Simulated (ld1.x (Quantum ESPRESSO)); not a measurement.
germanium (Ge): one change to a PAW potential, before and after

- Element: Ge
- Generator: ld1.x (Quantum ESPRESSO) 7.5
- Type: PAW
- Functional: LDA (PZ)
- Relativity: scalar-relativistic
- Frozen core: [Ar]
- Valence charge: 14
- Reference configuration: 3d10 4s2 4p0.5 (charge +1.5)
- Partial waves: 4s (bound): rcut 1.65, rcutus 1.85 bohr; 4s channel at -0.8 Ry: rcut 1.65, rcutus 1.85 bohr; 4p (bound): rcut 1.75, rcutus 2.25 bohr; 4p channel at -0.8 Ry: rcut 1.75, rcutus 2.25 bohr; 3d (bound): rcut 0.60, rcutus 0.65 bohr; 3d channel at -1.4 Ry: rcut 0.60, rcutus 0.65 bohr; 4f channel at 0.05 Ry: rcut 1.75, rcutus 2.00 bohr
- Local potential: all-electron potential smoothed inside 1.60 bohr (lloc = -1)
- Core correction: a·sin(br)/r model core, default radius (ld1.x builds one for every PAW set, though the input has nlcc=.false.)
- Augmentation charge: GAUSS, radius 0.65 bohr

Change: all radii but the core radius scaled by about 1.12 (s 2.08, p 2.52, d 0.72, f 2.24 bohr, rcut 1.84/1.96/0.68/1.96); local potential all-electron potential smoothed inside 1.80 bohr (lloc = -1); augmentation GAUSS, radius 0.72 bohr.

Cutoffs: the cutoffs (Ry, on a coarse ladder) from which the occupation-weighted sum of valence levels, in a spherical-Bessel basis at the reference potential, stays within 10 and 1 mRy of its value at 400 Ry; they do not see the model core or the augmentation charge, which bear on the density cutoff. Errors are all-electron minus pseudo energies relative to the spin-unpolarised reference configuration.

Q: What does the change do?

A: Of the 9 tests that both files solve, the error grows in 3 and shrinks in 1 by more than 15 % and 0.3 meV (median size 2.9 → 3.2 meV); neither file shows a bound ghost.

```csv
quantity,base,changed
"cutoff, loose",over 300 Ry,300 Ry
"cutoff, tight",over 300 Ry,over 300 Ry
loose cutoff by channel (10 mRy a level),"s 6 Ry, p 8 Ry, d 230 Ry","s 6 Ry, p 8 Ry, d 200 Ry"
bound ghosts,none,none
"error for 3d10 4s2 4p2, meV [ΔE -14.41 eV]",+3.3,+2.9
"error for 3d10 4s2 4p1, meV [ΔE -6.78 eV]",+1.1,+1.1
"error for 3d10 4s2 4p0, meV [ΔE 8.94 eV]",-0.7,-0.9
"error for 3d10 4s2 4p2.3, meV [ΔE -15.34 eV]",+3.8,+3.2
"error for 3d9 4s2 4p3, meV [ΔE 15.31 eV]",-60,+82
"error for 3d10 4s1 4p3, meV [ΔE -6.37 eV]",+2.9,+4.1
"error for 3d10 4s0 4p4, meV [ΔE 1.95 eV]",+2.8,+4.3
"error for 3d10 4s2 4p0.5 (spin-polarised), meV [ΔE -0.05 eV]",+0.2,+0.1
"error for 3d10 4s2 4p2 (spin-polarised), meV [ΔE -14.98 eV]",+4.9,+4.2
lowest overlap eigenvalue by channel,"s 0.38, p 0.64, d 1.00, f 0.87","s 0.36, p 0.70, d 1.00, f 0.86"
```
